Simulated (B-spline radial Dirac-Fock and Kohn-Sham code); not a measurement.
L-shell conversion coefficients of Cl against transition energy

Model: a Dirac-Hartree-Slater potential of the neutral atom with a Latter tail (no hole, which puts coefficients of high multipoles low close above an edge), finite nucleus with surface currents. Program: a radial B-spline solver. Subshells within 1 keV of threshold and pair formation are left out.

| energy (keV) | E1 | E2 | E4 | M2 | M4 | M5 |
| --- | --- | --- | --- | --- | --- | --- |
| 10.3 | 1.26 | 176 | 5.61e+06 | 41.0 | 723000 | 9.31e+07 |
| 10.4 | 1.22 | 169 | 5.24e+06 | 39.3 | 679000 | 8.65e+07 |
| 12.7 | 0.671 | 70.7 | 1.30e+06 | 17.1 | 184000 | 1.90e+07 |
| 13.8 | 0.523 | 49.5 | 733000 | 12.1 | 107000 | 1.01e+07 |
| 20 | 0.170 | 10.4 | 57400 | 2.67 | 10100 | 645000 |
| 22.6 | 0.117 | 6.23 | 25100 | 1.64 | 4720 | 264000 |
| 33 | 0.0362 | 1.32 | 2020 | 0.372 | 467 | 17400 |
| 33.5 | 0.0346 | 1.24 | 1830 | 0.351 | 427 | 15600 |
| 38.7 | 0.0220 | 0.686 | 716 | 0.202 | 180 | 5670 |
| 50 | 0.00987 | 0.242 | 139 | 0.0769 | 40.1 | 963 |
| 70.2 | 0.00338 | 0.0608 | 16.8 | 0.0222 | 5.79 | 97.9 |
| 81.2 | 0.00213 | 0.0337 | 6.88 | 0.0132 | 2.57 | 37.5 |
| 100 | 0.00110 | 0.0145 | 1.96 | 0.00631 | 0.824 | 9.79 |
| 134 | 0.000436 | 0.00446 | 0.349 | 0.00231 | 0.174 | 1.56 |
| 200 | 0.000125 | 0.000911 | 0.0354 | 0.000616 | 0.0229 | 0.143 |
| 232 | 7.93e-05 | 0.000512 | 0.0156 | 0.000384 | 0.0111 | 0.0611 |
| 295 | 3.87e-05 | 0.000206 | 0.00427 | 0.000182 | 0.00361 | 0.0162 |
| 359 | 2.20e-05 | 0.000100 | 0.00155 | 0.000101 | 0.00149 | 0.00576 |
| 500 | 8.96e-06 | 3.19e-05 | 0.000310 | 3.93e-05 | 0.000365 | 0.00111 |
| 584 | 6.06e-06 | 1.94e-05 | 0.000154 | 2.57e-05 | 0.000196 | 0.000540 |
| 855 | 2.56e-06 | 6.42e-06 | 3.27e-05 | 9.63e-06 | 4.78e-05 | 0.000105 |
| 1000 | 1.87e-06 | 4.29e-06 | 1.86e-05 | 6.59e-06 | 2.80e-05 | 5.69e-05 |
| 1020 | 1.80e-06 | 4.09e-06 | 1.74e-05 | 6.29e-06 | 2.62e-05 | 5.28e-05 |
| 1320 | 1.13e-06 | 2.25e-06 | 7.59e-06 | 3.49e-06 | 1.16e-05 | 2.08e-05 |
| 1350 | 1.09e-06 | 2.14e-06 | 7.09e-06 | 3.32e-06 | 1.08e-05 | 1.92e-05 |
| 1460 | 9.56e-07 | 1.82e-06 | 5.64e-06 | 2.80e-06 | 8.60e-06 | 1.48e-05 |
| 1600 | 8.24e-07 | 1.50e-06 | 4.36e-06 | 2.30e-06 | 6.59e-06 | 1.09e-05 |
| 1840 | 6.65e-07 | 1.15e-06 | 3.01e-06 | 1.72e-06 | 4.48e-06 | 7.08e-06 |
| 2000 | 5.88e-07 | 9.83e-07 | 2.44e-06 | 1.46e-06 | 3.59e-06 | 5.52e-06 |

Question: How fast do they fall between 1600 and 2000 keV?

Answer: As powers of the energy: E1 E^-1.51, E2 E^-1.91, E4 E^-2.60, M2 E^-2.04, M4 E^-2.73, M5 E^-3.07. Within one type (E or M) the higher multipoles fall faster.

Values without a named source are computed, but for edge energies of neutral atoms, which are taken from tables.
